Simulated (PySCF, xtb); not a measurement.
CH5BSe, SMILES CB[SeH].

GFN2-xTB run with xtb at its own geometry gives an orbital gap of 3.90 eV and a dipole moment of 1.69 D.

Geometry: PBE0-D3(BJ)/def2-SVP. The values are those of a single conformer.

Q: What does PBE/def2-TZVPD (PySCF) give? (Estimate from the structure and the level; the computed values follow.)

A: gap 4.63 eV (levels -6.53 and -1.90 eV), dipole 0.37 D.
